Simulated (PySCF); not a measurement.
# Vibration and rotation of NaSn

UHF-CCSD(T) constants of NaSn, ⁴Σ⁻ (quartet), unpaired electrons σ ↑, π ↑↑ (Na cc-pVDZ, Sn cc-pVDZ-PP with ECP28; scalar-relativistic core potentials (PySCF 2.14); masses 22.9898 and 119.9022 u):

| Item | Value |
| --- | --- |
| ωe | 187.4 cm⁻¹ |
| ωexe | 0.661 cm⁻¹ |
| Be | 0.099629 cm⁻¹ |
| αe | 0.000525 cm⁻¹ |
| D (centrifugal) | 1.13e-07 cm⁻¹ |
| De to Na + Sn | 1.16 eV |

Question: Give the vibrational terms G(v) and spacings up to v = 6.

Answer: G(v) = ωe(v+½) − ωexe(v+½)².

```
v  G(v) (cm⁻¹)  G(v) − G(v−1)  Bv (cm⁻¹)
0         93.5                   0.09937
1        279.6          186.1    0.09884
2        464.4          184.8    0.09832
3        647.8          183.4    0.09779
4        829.9          182.1    0.09727
5       1010.7          180.8    0.09674
6       1190.2          179.5    0.09622
```

Question: How well does the Morse estimate ωe²/(4ωexe) reproduce De, and what is D0?

Answer: It gives 1.65 eV, 142 % of the computed De. D0 = De − G(0) = 1.16 − 0.01 = 1.15 eV.

Correlated steps freeze 5 core orbitals. Correlated levels converge slowly with the basis: in double zeta they bind strong bonds too weakly, by up to about 1 eV, and carry superposition errors of some tenths. Spin–orbit coupling is left out, which matters for elements this heavy, above all for dissociation energies. The state is the lowest determinant that a PBE0 search found; another state may lie lower at other levels.
